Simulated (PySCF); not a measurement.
Record of a relaxation.

Compound: C6H14OSi.
SMILES with atom numbers: `[CH2:1]=[C:2]([CH3:3])[CH2:4][C@H:5]([CH3:6])[O:7][SiH3:8]` (hydrogens: H9, H10 on C1; H11, H12, H13 on C3; H14, H15 on C4; H16 on C5; H17, H18, H19 on C6; H20, H21, H22 on Si8)

Method: PySCF 2.14.0, B3LYP/def2-SV(P) geometry optimisation, gas phase; density fitting, grid level 1; the optimiser is geomeTRIC in internal coordinates, started from a GFN2-xTB structure. 4 of its 15 geometries are shown. The frame can shift and turn from step to step; on so coarse a grid that alone can change the energy by a few meV, and forces under 0.02 eV/Å are noise.

Step 0: E = -16366.4231 eV, largest atomic force 1.589 eV/Å
```
atom  x, y, z in Å  |  force x, y, z in eV/Å
C1      1.832   -1.340    0.614    0.155  -0.395   0.151
C2      1.510   -0.140    0.160    0.003   0.789  -0.099
C3      2.090    0.425   -1.102   -0.086  -0.278   0.350
C4      0.514    0.734    0.870   -0.175  -0.378  -0.456
C5     -0.872    0.668    0.205   -0.031   0.423   0.474
C6     -1.863    1.597    0.903    0.324  -0.345  -0.411
O7     -1.357   -0.644    0.279    0.174   0.988   1.232
Si8    -1.598   -1.741   -0.879   -0.164  -0.548  -0.508
H9      1.408   -1.736    1.521   -0.308  -0.233   0.663
H10     2.529   -1.976    0.096    0.482  -0.423  -0.397
H11     2.768   -0.284   -1.569    0.358  -0.304  -0.334
H12     1.298    0.668   -1.810   -0.324   0.189  -0.469
H13     2.636    1.343   -0.888    0.279   0.510   0.019
H14     0.850    1.772    0.864    0.150   0.458   0.072
H15     0.402    0.404    1.904   -0.083  -0.035   0.432
H16    -0.783    0.973   -0.847    0.047   0.170  -0.336
H17    -1.516    2.626    0.854    0.124   0.605   0.011
H18    -2.835    1.524    0.421   -0.539   0.026  -0.210
H19    -1.972    1.304    1.944   -0.068  -0.137   0.570
H20    -2.614   -1.278   -1.834   -0.493   0.089  -0.424
H21    -2.054   -2.852   -0.060   -0.295  -0.914   0.024
H22    -0.383   -2.030   -1.646    0.470  -0.257  -0.353
```

Step 5: E = -16366.6602 eV, largest atomic force 0.037 eV/Å
```
atom  x, y, z in Å  |  force x, y, z in eV/Å
C1      1.732   -1.287    0.159   -0.025  -0.002  -0.003
C2      1.332   -0.138   -0.407    0.026   0.016   0.000
C3      1.913    0.357   -1.710   -0.008  -0.010   0.015
C4      0.274    0.733    0.240   -0.001  -0.013  -0.008
C5     -1.111    0.668   -0.436   -0.006   0.026   0.025
C6     -2.110    1.624    0.216    0.018  -0.010  -0.014
O7     -1.612   -0.659   -0.331    0.016   0.023  -0.005
Si8    -2.018   -1.683   -1.579   -0.009   0.002  -0.033
H9      1.308   -1.630    1.110    0.008  -0.011   0.003
H10     2.493   -1.923   -0.309   -0.002   0.003   0.003
H11     2.654   -0.350   -2.120    0.004   0.003  -0.001
H12     1.131    0.508   -2.478    0.000  -0.002  -0.003
H13     2.412    1.336   -1.572    0.000   0.005  -0.006
H14     0.608    1.789    0.231   -0.005   0.004   0.001
H15     0.138    0.439    1.295   -0.003  -0.002   0.002
H16    -1.003    0.951   -1.504    0.005  -0.013  -0.005
H17    -1.762    2.670    0.146   -0.005   0.006   0.004
H18    -3.094    1.550   -0.280   -0.001   0.001   0.001
H19    -2.242    1.366    1.281   -0.005   0.003   0.003
H20    -3.231   -1.196   -2.317   -0.014  -0.009   0.023
H21    -2.305   -3.005   -0.956   -0.003  -0.009  -0.017
H22    -0.912   -1.802   -2.584    0.010  -0.012   0.017
```

Step 9: E = -16366.6629 eV, largest atomic force 0.034 eV/Å
```
atom  x, y, z in Å  |  force x, y, z in eV/Å
C1      1.767   -1.281    0.227    0.010   0.003  -0.011
C2      1.371   -0.139   -0.355   -0.009   0.000   0.003
C3      1.980    0.355   -1.646    0.006  -0.005   0.003
C4      0.283    0.720    0.254   -0.001   0.011   0.004
C5     -1.074    0.647   -0.473   -0.020  -0.015   0.013
C6     -2.099    1.608    0.130   -0.001   0.002  -0.006
O7     -1.564   -0.685   -0.376    0.012   0.009  -0.011
Si8    -2.134   -1.651   -1.606    0.002  -0.012   0.031
H9      1.319   -1.630    1.165   -0.003   0.004   0.001
H10     2.552   -1.907   -0.214    0.002  -0.003  -0.002
H11     2.773   -0.321   -2.008    0.000  -0.002  -0.001
H12     1.222    0.443   -2.449    0.000  -0.001   0.002
H13     2.420    1.363   -1.518    0.001  -0.001   0.005
H14     0.607    1.779    0.260    0.001   0.002   0.001
H15     0.110    0.423    1.303   -0.001  -0.005   0.001
H16    -0.925    0.916   -1.539    0.004  -0.001  -0.005
H17    -1.753    2.654    0.061    0.000   0.001  -0.001
H18    -3.065    1.528   -0.400    0.000  -0.001  -0.002
H19    -2.272    1.362    1.193    0.001   0.000   0.002
H20    -3.489   -1.210   -2.076    0.002   0.004  -0.016
H21    -2.234   -3.032   -1.056    0.000   0.002   0.003
H22    -1.203   -1.628   -2.781   -0.007   0.008  -0.012
```

Step 14: E = -16366.6627 eV, largest atomic force under 0.02 eV/Å
```
atom  x, y, z in Å  |  force x, y, z in eV/Å
C1      1.765   -1.287    0.252   -0.004  -0.001   0.008
C2      1.383   -0.140   -0.328    0.002  -0.001  -0.003
C3      2.024    0.365   -1.599    0.001   0.005  -0.002
C4      0.279    0.714    0.260   -0.002  -0.005  -0.001
C5     -1.063    0.637   -0.495    0.006   0.002  -0.003
C6     -2.098    1.607    0.073   -0.004   0.003   0.003
O7     -1.554   -0.693   -0.396   -0.003  -0.008  -0.006
Si8    -2.176   -1.647   -1.611   -0.002   0.010  -0.003
H9      1.295   -1.645    1.175    0.001  -0.002   0.000
H10     2.561   -1.909   -0.176   -0.002   0.001   0.001
H11     2.826   -0.308   -1.946   -0.001  -0.001   0.001
H12     1.288    0.461   -2.420    0.000   0.002   0.001
H13     2.461    1.372   -1.449    0.001  -0.001   0.000
H14     0.599    1.774    0.278   -0.001  -0.001   0.001
H15     0.083    0.411    1.304    0.002   0.002   0.000
H16    -0.888    0.893   -1.561    0.000  -0.001   0.002
H17    -1.749    2.652   -0.003    0.001  -0.001  -0.001
H18    -3.053    1.522   -0.475    0.001   0.000   0.000
H19    -2.292    1.377    1.136    0.000   0.000  -0.002
H20    -3.554   -1.211   -2.016    0.001   0.000   0.004
H21    -2.240   -3.036   -1.076    0.001   0.000  -0.001
H22    -1.305   -1.595   -2.831    0.003  -0.004   0.004
```

**Question.** Summarise the path.

**Answer.** The energy falls by 23.11 kJ/mol from step 0 to step 14; nine tenths of that is first reached at step 1. It never rises by more than 0.2 meV. The largest force goes from 1.589 to under 0.02 eV/Å. Among the bonds O7–Si8 changes most, from 1.614 to 1.665 Å; the atoms move by 0.357 Å rms after alignment.

**Question.** Follow the three bonds and two angles with the largest change from start to end.

**Answer.** 
| step | E above end (kJ/mol) | largest force (eV/Å) | O7–Si8 (Å) | Si8–H21 (Å) | Si8–H22 (Å) | O7–Si8–H21 (°) | H20–Si8–H21 (°) |
| --- | --- | --- | --- | --- | --- | --- | --- |
| 0 | 23.11 | 1.589 | 1.614 | 1.453 | 1.466 | 99.4 | 113.0 |
| 1 | 1.50 | 0.236 | 1.669 | 1.494 | 1.498 | 108.1 | 108.7 |
| 2 | 0.73 | 0.108 | 1.665 | 1.491 | 1.497 | 106.4 | 109.2 |
| 3 | 0.51 | 0.073 | 1.663 | 1.490 | 1.497 | 105.9 | 109.6 |
| 4 | 0.36 | 0.065 | 1.663 | 1.490 | 1.498 | 105.9 | 109.8 |
| 5 | 0.24 | 0.037 | 1.665 | 1.490 | 1.499 | 106.2 | 109.7 |
| 6 | 0.14 | 0.056 | 1.667 | 1.490 | 1.500 | 106.7 | 109.4 |
| 7 | 0.06 | 0.074 | 1.667 | 1.490 | 1.500 | 106.9 | 109.2 |
| 8 | 0.00 | 0.052 | 1.667 | 1.490 | 1.499 | 106.9 | 109.1 |
| 9 | -0.02 | 0.034 | 1.665 | 1.490 | 1.499 | 106.8 | 109.1 |
| 10 | -0.01 | under 0.02 | 1.664 | 1.490 | 1.500 | 106.7 | 109.1 |
| 11 | 0.00 | under 0.02 | 1.664 | 1.490 | 1.500 | 106.7 | 109.2 |
| 12 | 0.01 | under 0.02 | 1.664 | 1.490 | 1.500 | 106.7 | 109.2 |
| 13 | 0.01 | under 0.02 | 1.664 | 1.490 | 1.500 | 106.7 | 109.2 |
| 14 | 0.00 | under 0.02 | 1.665 | 1.490 | 1.500 | 106.7 | 109.2 |

The cost below is that of the whole optimisation. The run took 2.2 min of wall time on Arm Neoverse V2, one thread, shared host with 192 logical CPUs at a one-minute load of 81, and the process peaked at 0.63 GiB of memory.
